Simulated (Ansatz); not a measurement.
System: borotrithioic acid, sum formula BH₃S₃, net charge 0, singlet state. SMILES: B(S)(S)S
Structure (B3LYP-D3(BJ)/def2-TZVP (Ansatz, a quantum-chemistry and plane-wave program) minimum search):
```
B
S 1 1.8077
H 2 1.3430 1 98.84
S 1 1.8101 2 126.14 3 0.00
H 4 1.3419 1 97.96 2 0.00
S 1 1.8132 2 118.77 3 -180.00
H 6 1.3437 1 97.31 2 0.00
```
Charge 0, spin multiplicity 1.

Wanted: atomisation energy (electronic, to ground-state atoms); the coupled-cluster value holds the core correlation from cc-pwCVTZ, in kcal/mol. Correlated levels leave the core frozen unless marked. Open shells are spin-unrestricted. Spin-orbit coupling is left out. No relativistic terms. Basis-set limits of correlation are two-point, X^-3; Hartree-Fock from the larger set (for Q and 5 zeta extrapolated as (X+1)exp(-9√X)).

Level to compare with: CCSD(T)/CBS(cc-pV(Q+d)Z,cc-pV(5+d)Z) plus the core term (Ansatz), 547.1 kcal/mol. It is a level with limits of its own, and the differences hold the functionals' basis error too.

Problem. Rank these functionals by how close they come to CCSD(T)/CBS(cc-pV(Q+d)Z,cc-pV(5+d)Z), closest first: wB97M-V/def2-TZVPD (Ansatz); LC-wPBE/def2-TZVPD (Ansatz); wB97X-V/def2-TZVPD (Ansatz); SVWN5/def2-TZVPD (Ansatz).

Solution. wB97X-V/def2-TZVPD (range-separated hybrid with VV10, 549.8 kcal/mol, difference 2.7), wB97M-V/def2-TZVPD (range-separated hybrid meta-GGA with VV10, 551.1 kcal/mol, difference 4.0), LC-wPBE/def2-TZVPD (range-separated hybrid, 536.1 kcal/mol, difference -11.0), SVWN5/def2-TZVPD (LDA, 633.5 kcal/mol, difference 86.4)
